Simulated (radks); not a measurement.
Tb+, 64 electrons, occupied as [Xe] 4f9 6s1 (the NIST ground configuration). Calculated with a radial shooting solver on a logarithmic mesh with Libxc functionals: scalar-relativistic Kohn-Sham, SOGGA, spin-polarised, spherical densities, finite nucleus; open shells are filled with parallel spins first (spin-orbit coupling, left out, can overturn this in heavy ions); Fermi nuclear charge, rms radius 5.06 fm.

Normalised radial functions P(r) = r R(r), r in bohr:

```
   r/bohr * 6s up, o 4f down (the largest magnitude, 1.03, reaches the edge; | marks zero, & curves that meet)
 0.001934                             o*
 0.002621                             o*
 0.003552                             o*
 0.004852                             o*
 0.006576                             o*
 0.008913                             o*
  0.01218                             o*
   0.0165                             o*
  0.02236                             &
  0.03031                             &
  0.04141                           * o
  0.05612                           * o
  0.07606                           * |o
   0.1039                             * o
   0.1408                             | *  o
   0.1908                             |  *     o
   0.2587                             |*              o
   0.3534                         *   |                      o
   0.4789                         *   |                          o
    0.649                             |*                         o
   0.8867                             |      *               o
    1.202                             |     *          o
    1.629                            *|          o
    2.207                   *         |      o
    3.015             *               |   o
    4.087               *             | o
    5.539                     *       |o
    7.566                          *  o
    10.25                             &
```

6s up: eigenvalue -9.063 eV, 5 radial nodes at r = 0.0261, 0.103, 0.269, 0.626, 1.59 bohr, <r> = 3.72 bohr, 90 % of the charge inside 5.39 bohr. 4f down: eigenvalue -7.067 eV, 0 radial nodes, <r> = 0.937 bohr, 90 % of the charge inside 1.67 bohr.
